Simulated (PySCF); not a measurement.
Species: C₈H₈O₂.
Geometry (PBE0-D3(BJ)/def2-SVP, Å), atoms numbered from 1 in this order:
```
atom  x, y, z in Å
C1     4.234   -0.643    0.621
C2     3.283    0.106    0.518
C3     2.197    1.006    0.403
C4     0.907    0.634    0.285
C5    -0.135    1.682    0.177
O6     0.133    2.867    0.199
C7    -1.560    1.221    0.038
C8    -2.550    2.123   -0.044
O9    -1.680   -0.120    0.013
C10   -2.969   -0.655   -0.098
H11    5.071   -1.311    0.711
H12    2.415    2.082    0.410
H13    0.609   -0.414    0.270
H14   -3.601    1.852   -0.144
H15   -2.271    3.176   -0.010
H16   -2.865   -1.748   -0.088
H17   -3.607   -0.343    0.748
H18   -3.454   -0.344   -1.040
```

Jobs on this species (18 atoms, 72 electrons) with PySCF (density fitting). Hardware of each: one thread of an Arm Neoverse V1, on a shared host. The host was shared with other jobs, so the times are rough.

Question: Rank these jobs by wall time, shortest first.
A. mPW1PW91/pcSseg-1; shieldings; 210 basis functions
B. PBE0/def2-SVPD; 10 singlets by full TDDFT, 4 Tamm–Dancoff triplets, polarisability, ΔSCF ions; 270 basis functions
C. PBE0-D3(BJ)/def2-SVP, grid level 1; geometry optimisation from a GFN2-xTB start; 180 basis functions

Answer: A (36 s), C (77 s), B (8.5 min).

All jobs:

| level and settings | work | basis functions | SCF cycles | wall time |
| --- | --- | --- | --- | --- |
| PBE0/pcSseg-1 | shieldings, charges and field gradients | 210 | 16 | 34 s |
| mPW1PW91/pcSseg-1 | shieldings | 210 | 16 | 36 s |
| PBE0-D3(BJ)/def2-SVP, grid level 1 | geometry optimisation from a GFN2-xTB start | 180 | 38 | 77 s |
| PBE0/def2-SVPD | 10 singlets by full TDDFT, 4 Tamm–Dancoff triplets, polarisability, ΔSCF ions | 270 | 16 | 8.5 min |

Q: What do all jobs in the table cost together?

A: About 11 min; the longest takes about 78 % of that, and about 15 times as long as the shortest.
